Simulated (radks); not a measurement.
Question: The mean radii <r> (bohr) of the occupied orbitals of an atom or ion are listed with their occupations. All-electron calculation, scalar-relativistic Kohn-Sham, revPBE, spin-unpolarised, spherical densities, point nucleus. Program: a radial shooting solver on a logarithmic mesh with Libxc functionals.

orbital  occ.      <r>
1s          2  0.03706
2s          2   0.1626
2p          6   0.1417
3s          2   0.4583
3p          6   0.4620
3d         10   0.4525
4s          2    1.213
4p          6    1.369
5s          2    3.737
4d          2    2.296

Name the element and its charge.

Answer: Z = 40, zirconium, charge 0: Zr in [Kr] 4d2 5s2. The 1s radius gives Z: for a bare nucleus <r> = (2 gamma + 1)/(2Z) with gamma = sqrt(1 - (Z/c)^2), 0.03641 bohr for Z = 40, and screening makes it slightly larger (0.03706 here). The occupations add up to 40, and the charge is Z minus that.
